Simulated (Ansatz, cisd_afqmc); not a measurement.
System: Ir, charge 0, quartet.

Total energies in def2-SVP, 9 correlated electrons, 4 frozen orbitals. Open shells are spin-unrestricted; no spin-orbit coupling. Correlated methods leave the cores frozen (noble-gas shells, and filled d and f shells in the p block). Past Kr the def2 sets carry scalar-relativistic core potentials. The Monte Carlo rows (phaseless AFQMC, CISD trial, step 0.005/hartree) carry one-sigma bars that omit the constraint's bias. Outlying blocks are dropped, and bars are widened where a walk drifts. Over all cases where full CI ran beside it in this data, AFQMC minus full CI had a median of +0.1 mEh and passed +0.4 mEh in a tenth of the cases.

```json
[
 {"method": "HF", "program": "Ansatz", "energy (Eh)": "-103.43852", "minus CCSDTQ (mEh)": "169.13"},
 {"method": "MP2", "program": "Ansatz", "energy (Eh)": "-103.59954", "minus CCSDTQ (mEh)": "8.11"},
 {"method": "CCSD", "program": "Ansatz", "energy (Eh)": "-103.60421", "minus CCSDTQ (mEh)": "3.44"},
 {"method": "CCSD(T)", "program": "Ansatz", "energy (Eh)": "-103.60721", "minus CCSDTQ (mEh)": "0.44"},
 {"method": "CCSDT(Q)", "program": "Ansatz", "energy (Eh)": "-103.60765", "minus CCSDTQ (mEh)": "0.00"},
 {"method": "CCSDTQ", "program": "Ansatz", "energy (Eh)": "-103.60765", "minus CCSDTQ (mEh)": "0.00"},
 {"method": "AFQMC/CISD", "program": "cisd_afqmc", "energy (Eh)": "-103.6074 ± 0.0002", "minus CCSDTQ (mEh)": "0.3 ± 0.2"}
]
```

Ansatz is a program for electronic structure.
